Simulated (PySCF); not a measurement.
## Radial density of Er⁵⁰⁺ (erbium, charge +50)

UHF, [Ar], closed-shell 1S. Computed with PySCF 2.14 in an uncontracted even-tempered set (16 s from 12 bohr⁻², ratio 2.5; 10 p from 15 bohr⁻², ratio 2.5; 4 d from 64 bohr⁻², ratio 2.7; 4 f from 97 bohr⁻², ratio 2.7), with no relativity, point nucleus.

```csv
r (bohr),4πr²ρ (e/bohr)
0.000383,0.3935
0.000645,1.074
0.00108,2.863
0.00182,7.326
0.00307,17.50
0.00516,37.30
0.00868,65.78
0.0146,86.21
0.0246,80.84
0.0413,88.60
0.0695,106.5
0.117,48.09
0.197,50.25
0.331,11.67
0.556,0.1193
```

A non-relativistic calculation at this Z misses sizeable relativistic shifts. Spin-orbit coupling, which splits the p, d and f shells strongly at this Z, is absent.
